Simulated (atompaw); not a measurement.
Reading a pseudo-wave (Ni (Z = 28))

Columns: radius, all-electron u(r) and pseudo u(r) of the 4p shell (level -2.67 eV) of nickel in the configuration [Ne] 3s2 3p6 3d8 4s1.75 4p0; PBE, scalar-relativistic, PAW (atompaw) scheme, atompaw 4.2.0.5.

```csv
r (bohr),all-electron,pseudo
0.054,0.0584,-0.0015
0.108,0.1058,-0.0058
0.162,0.0988,-0.0127
0.215,0.0553,-0.0215
0.269,-0.0043,-0.0321
0.323,-0.0636,-0.0435
0.377,-0.1138,-0.0550
0.431,-0.1510,-0.0658
0.485,-0.1743,-0.0750
0.538,-0.1847,-0.0817
0.592,-0.1841,-0.0856
0.646,-0.1744,-0.0860
0.700,-0.1575,-0.0823
0.754,-0.1352,-0.0745
0.808,-0.1090,-0.0625
0.862,-0.0801,-0.0463
0.915,-0.0501,-0.0269
0.969,-0.0187,-0.0039
1.023,0.0130,0.0217
1.077,0.0446,0.0491
1.131,0.0757,0.0777
1.185,0.1059,0.1067
1.238,0.1347,0.1349
1.292,0.1630,0.1631
1.346,0.1901,0.1901
1.400,0.2160,0.2160
```

Problem. How many radial nodes do the two functions have?

Solution. The all-electron 4p function has n − l − 1 = 2; the pseudo-wave has 1, since 1 lower shell of the same l stays in the valence.

Problem. Is the pseudo-wave norm-conserving?

Solution. No, it belongs to a PAW set: the norm inside the radius is not constrained, and the difference is carried by the augmentation charge.
